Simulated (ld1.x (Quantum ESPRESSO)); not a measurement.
**How hard is this tantalum TM potential?**

```
Element                 : tantalum (Ta)
Generator               : ld1.x (Quantum ESPRESSO) 7.5
Type                    : norm-conserving Troullier–Martins (Kleinman–Bylander form)
Functional              : LDA (PZ)
Relativity              : scalar-relativistic
Frozen core             : [Kr] 4d10 4f14
Valence charge          : 13
Reference configuration : 5s2 5p6 5d4 6s1 6p0
Partial waves           : 5p (bound): rc 2.05 bohr; 5d (bound): rc 2.85 bohr; 5s (bound): rc 1.70 bohr
Local potential         : the s channel
Core correction         : a·sin(br)/r model core inside 1.00 bohr
```

Occupied shells without a wave of their own: 6s. They enter only through the test configuration that unscreens the potential, and ld1.x also counts them in the model core charge.

The pseudo-atom Hamiltonian at the reference potential is diagonalised in spherical Bessel functions j_l(qr) that vanish at 20 bohr, with q² up to the cutoff. All-electron valence levels (Ry): 5p -2.7926, 6p -0.0966, 5d -0.2083, 5s -5.2561, 6s -0.3796.

Problem. How do the lowest levels (Ry) of each channel move with the cutoff, and are there ghosts?

Solution.

| cutoff (Ry) | p #1 | p #2 | d #1 | d #2 | s #1 | s #2 | s #3 | f #1 | f #2 | Σ f·Δε (mRy) |
| --- | --- | --- | --- | --- | --- | --- | --- | --- | --- | --- |
| 8 | -2.2863 | -0.0677 | -0.0655 | 0.0643 | -5.1203 | -0.4233 | -0.0046 | 0.1048 | 0.2226 | 3928.8 |
| 12 | -2.6590 | -0.0890 | -0.1568 | 0.0585 | -5.1303 | -0.4590 | -0.0090 | 0.1048 | 0.2225 | 1271.5 |
| 15 | -2.7620 | -0.0959 | -0.1851 | 0.0574 | -5.1456 | -0.4624 | -0.0095 | 0.1048 | 0.2225 | 506.4 |
| 21 | -2.7907 | -0.0976 | -0.2073 | 0.0567 | -5.2150 | -0.4634 | -0.0097 | 0.1048 | 0.2225 | 105.7 |
| 25 | -2.7917 | -0.0976 | -0.2082 | 0.0566 | -5.2346 | -0.4648 | -0.0098 | 0.1048 | 0.2225 | 55.4 |
| 35 | -2.7923 | -0.0981 | -0.2083 | 0.0566 | -5.2502 | -0.4696 | -0.0103 | 0.1048 | 0.2225 | 15.4 |
| 45 | -2.7926 | -0.0984 | -0.2083 | 0.0566 | -5.2513 | -0.4706 | -0.0104 | 0.1048 | 0.2225 | 10.3 |
| 50 | -2.7926 | -0.0984 | -0.2083 | 0.0566 | -5.2533 | -0.4706 | -0.0104 | 0.1048 | 0.2225 | 6.0 |
| 60 | -2.7926 | -0.0984 | -0.2083 | 0.0566 | -5.2554 | -0.4707 | -0.0104 | 0.1048 | 0.2225 | 1.8 |
| 70 | -2.7926 | -0.0985 | -0.2083 | 0.0566 | -5.2559 | -0.4709 | -0.0105 | 0.1048 | 0.2225 | 0.5 |
| 90 | -2.7926 | -0.0985 | -0.2083 | 0.0566 | -5.2560 | -0.4711 | -0.0105 | 0.1048 | 0.2225 | 0.2 |
| 400 | -2.7926 | -0.0985 | -0.2083 | 0.0566 | -5.2561 | -0.4711 | -0.0105 | 0.1048 | 0.2225 | 0.0 |

Result: no extra level below or beside the all-electron valence levels (p, d, s, f tested); 10 mRy is reached at 50 Ry and 1 mRy at 70 Ry.

The potential misses its own reference levels by up to 1.2 eV, so it is not fit for use. ld1.x takes every shell without a wave as core, so the model core holds the 6s electrons as well and exchange and correlation see them twice. This cancels in the reference configuration, but the file is broken for other ones, and its errors say nothing about a proper core correction. Its largest configuration-test error is -3334 meV.
